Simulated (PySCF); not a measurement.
How methods differ on the ionisation energy of Nb

Nb [Kr] 4d4 5s1 (6D) → Nb⁺ [Kr] 4d4 (5D), as a difference of total energies. Calculation: PySCF 2.14, in def2-QZVPPD with the def2 core potential (28 electrons) (7s5p4d3f2g, 81 functions); a scalar-relativistic core potential. Correlated levels: valence: 4s2 4p6 frozen. The calculations carry no spin-orbit coupling.

```tsv
method	ionisation energy (eV)
UHF	6.012
MP2 (valence)	6.476
SCS-MP2 (valence)	6.167
CCSD (valence)	6.540
CCSD(T) (valence)	6.571
```

Errors of the correlated levels include the incompleteness of this basis and the frozen core.

Task: Which method comes closest to the reference value, and which is furthest?

Result: The reference is 6.776 eV (measured; NIST levels, between the centres of gravity of the two terms). Closest: CCSD(T) (valence) (error -0.205 eV); furthest: UHF (error -0.764 eV).
